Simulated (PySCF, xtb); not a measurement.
AlH4, SMILES [AlH4-], charge -1.

GFN2-xTB (xtb) at its own geometry gives an orbital gap of 6.92 eV.

Coordinates come from a PBE0-D3(BJ)/def2-TZVPD optimisation. The isomer is the one that the SMILES or the coordinates give; other isomers of the formula were not compared.

Question: What does M06-2X/def2-TZVPD (PySCF) give? (The exact figures need the calculation; the answer reports its results.)

Answer: gap 7.37 eV (levels -3.44 and 3.92 eV).
